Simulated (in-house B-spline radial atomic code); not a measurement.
Binding energies in Fe III (Fe2+)

NIST's tabulated ground configuration is [Ar] 3d6; each binding energy is the energy of the ion with one electron taken from that subshell, relaxed, less that of the parent. Level of theory: Dirac-Hartree-Fock, average of configuration, Fermi nucleus of rms radius 3.7377 fm; calculated with a radial B-spline atomic code at the basis-set limit. Energies include first-order Breit, QED and recoil terms.

| subshell | X-ray name | binding energy (eV) | -ε (eV) | relaxation (eV) |
| --- | --- | --- | --- | --- |
| 1s | K | 7144.8 | 7197.6 | 41.4 |
| 2s | L1 | 882.3 | 901.8 | 18.6 |
| 2p1/2 | L2 | 754.9 | 776.0 | 20.2 |
| 2p3/2 | L3 | 742.7 | 763.3 | 20.0 |
| 3s | M1 | 129.9 | 134.3 | 4.3 |
| 3p1/2 | M2 | 90.89 | 94.92 | 3.95 |
| 3p3/2 | M3 | 89.38 | 93.27 | 3.85 |
| 3d | M4,5 | 31.72 | 34.52 | 2.81 |

Relaxation = -ε minus the binding energy without Breit, QED and recoil terms.

Emission lines follow as differences of binding energies, with λ = 12398.42 eV·Å / E:

| line | holes | energy (eV) | wavelength (Å) |
| --- | --- | --- | --- |
| K-L3 | 1s → 2p3/2 | 6402.1 | 1.9366 |
| K-L2 | 1s → 2p1/2 | 6389.9 | 1.9403 |
| K-M3 | 1s → 3p3/2 | 7055.4 | 1.7573 |
| L1-M3 | 2s → 3p3/2 | 792.9 | 15.636 |
| L3-M1 | 2p3/2 → 3s | 612.8 | 20.232 |

What screening constant σ does Moseley's law, E = (3/4)·13.6057 eV·(Z - σ)², need for K-L3?

σ = 0.95.

What does it cost to remove both a 2p3/2 and a 2p1/2 electron?

1561.3 eV, which is 63.6 eV more than the two single binding energies together.

What does it cost to remove both a 2p1/2 and a 3d electron?

809.12 eV, which is 22.47 eV more than the two single binding energies together.

What does it cost to remove both a 2s and a 2p3/2 electron?

1677.3 eV, which is 52.24 eV more than the two single binding energies together.
